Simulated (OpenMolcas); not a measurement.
Ga+: effect of the basis set

- Program: OpenMolcas
- Method: MS-CASPT2, IPEA 0.25 Eh, imaginary shift 0.1 Eh (closed shells correlated: 3d)
- Active space: 2 electrons in 4 orbitals (4s 4p)
- State averaging: 2S+1 = 3 even, 3 roots; 2S+1 = 1 even, 7 roots; 2S+1 = 3 odd, 3 roots; 2S+1 = 1 odd, 3 roots
- Spin-orbit coupling: RASSI with atomic mean-field integrals over the reference wave functions, term energies averaged over their components

A. ANO-RCC-VDZP [5s4p2d], DKH2, point nucleus; CASPT2 step of the order of 1.8 core-seconds
B. ANO-R1 [5s4p3d1f], X2C, finite nucleus; CASPT2 step of the order of 1.5 core-seconds
C. ANO-RCC-VTZP [6s5p3d1f], DKH2, point nucleus; CASPT2 step roughly 1.2 core-seconds
D. ANO-RCC-VQZP [7s6p4d2f1g], DKH2, point nucleus; CASPT2 step of the order of 2.6 core-seconds
E. ANO-R2 [6s5p4d3f1g], X2C, finite nucleus; CASPT2 step about 4 core-seconds
F. ANO-R3 [7s6p5d4f2g], X2C, finite nucleus; CASPT2 step about 4 core-seconds

Energies in cm⁻¹ above 4s² ¹S₀, the measured ground level; measured values from NIST Handbook of Basic Atomic Spectroscopic Data.

```
     Level       A       B       C       D       E       F  Measured
   4s² ¹S₀     0.0     0.0     0.0     0.0     0.0     0.0       0.0
4s 4p ³P°₀   44853   46016   45789   46136   46782   46374     47368
4s 4p ³P°₁   45269   46445   46160   46521   47144   46765     47814
4s 4p ³P°₂   46119   47327   46922   47312   47888   47568     48750
4s 4p ¹P°₁   74638   72084   71700   71367   71725   71288     70701
   4p² ³P₀  112506  113483  113733  114130  114828  114425          
   4p² ³P₁  112959  113963  114143  114558  115232  114864          
   4p² ³P₂  113725  114710  114774  115171  115814  115423          
   4p² ¹D₂  120741  118431  117588  117278  117883  117013    107721
   4p² ¹S₀  138073  134660  135132  134622  134548  133816
```

Deviations, from unrounded energies. A percentage is the sum of absolute deviations over the sum of measured energies, with the sign that they share, or ± where signs differ.

```json
{"Against measurement": "mean absolute deviation (cm-1)", "Levels": "5", "A": "4900", "B": "3200", "C": "3200", "D": "2800", "E": "2700", "F": "2600"}
{"Against measurement": "other configurations (%)", "Levels": "5", "A": "±7.6", "B": "±5.0", "C": "±4.9", "D": "±4.4", "E": "±4.1", "F": "±4.1"}
```

E, F lie about equally close to measurement and A furthest from it. The largest miss of F in the table is 4p² ¹D₂, by +9300 cm-1. The ranking rests on the paired levels alone, and a cruder setting can come out closer through cancelling errors.

Among A to F the level of the table that moves most is 4p² ¹S₀, by 4300 cm-1 (lowest in F, highest in A).

Over all roots computed the reference weight is 0.90 to 0.95 in D, 0.90 to 0.95 in F; the roots of lowest weight are the least certain, and an intruder state may touch them. The ¹D term of p² mixes with s d, which this space lacks. Computed and measured levels are paired by configuration, term and J; levels that our copy of the source lacks, or whose pairing is in doubt (as where it misses far off the trend of its configuration), stay unpaired and out of the deviations. Only configurations of the active space appear.

° marks odd parity.
